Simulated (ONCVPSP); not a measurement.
Building the ONCV potential for manganese (LDA (Perdew-Wang 92), scalar-relativistic).

ONCVPSP 4.0.1 input, shortened (lines: element, Z, core and valence counts, functional; n l f; lmax; l rc ep ncon nbas qcut; lloc lpopt rc5 dvloc0; l nproj debl; icmod fcfact rcfact), LDA (Perdew-Wang 92), scalar-relativistic:

```
  Mn 25.00    3    3  -001012      upf
    1    0    2.00
    2    0    2.00
    2    1    6.00
    3    0    2.00
    3    1    6.00
    3    2    4.00
    2
    0    1.10    0.00    4    7   13.90
    1    0.85    0.00    4    8    8.60
    2    0.90    0.00    3    7   12.60
    4    5    0.55    3.00
    0    1    1.20
    1    2    1.30
    2    3    2.60
    0    0.00    0.00
```

In the p channel the program set the typed energies aside and used -3.316, 0.250 Ha.

All-electron outer shells of the reference configuration (LDA (PZ), scalar-relativistic, ld1.x):

```csv
shell,level (eV),outermost node (bohr),outermost maximum (bohr)
3s,-121.40,0.34,0.74
3p,-90.24,0.31,0.75
3d,-41.49,–,0.74
```

Problem. Does the generator finish with these settings?

Solution. Yes, a potential is produced and its reference levels are reproduced.

Problem. Estimate the cutoffs (Ha) at which the residual kinetic energy of the hardest occupied pseudo-wave falls to 1 and 0.1 mHa per electron.

Solution. 76 Ha and 256 Ha.

Problem. What does a ghost test show?

Solution. Ghosts flagged at negative energy: s at -6.6 eV; GHOST(+) flags only above 600 eV. A true bound ghost makes a file unfit for plane-wave use.

Problem. Tests: 3s2 3p6 3d5 4s2; 3s2 3p6 3d5 4s1; 3s2 3p6 3d5; 3s2 3p6 3d6 4s1. Which has the largest error in its energy relative to the reference configuration, and how large is it?

Solution. 3s2 3p6 3d5 4s2, with +917 meV (all-electron minus pseudo) on -57.33 eV.
